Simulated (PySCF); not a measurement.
# Electron correlation in Ti+ (titanium, charge +1)

[Ar] 3d2 4s1, high-spin 4F determinant. Calculation: PySCF 2.14, in aug-cc-pwCVTZ-DK (10s9p7d4f3g, 127 functions); the spin-free X2C one-electron Hamiltonian (Gaussian nucleus). Frozen: [Ne]; 11 electrons correlated.

MP2 pair energies summed by pair of shells (mhartree):

| pair | energy | share (%) |
| --- | --- | --- |
| 3p-3p | -150.84 | 44.1 |
| 3p-3d | -86.82 | 25.4 |
| 3s-3p | -50.31 | 14.7 |
| 3p-4s | -16.14 | 4.7 |
| 3s-3d | -15.51 | 4.5 |
| 3s-3s | -8.70 | 2.5 |
| 3d-4s | -6.70 | 2.0 |
| 3d-3d | -5.40 | 1.6 |
| 3s-4s | -1.25 | 0.4 |

Total MP2 correlation energy: -341.66 mhartree.

Same-spin part -95.63 and opposite-spin part -246.04 mhartree; SCS-MP2 scales them by 1/3 and 6/5 to -327.12 mhartree.
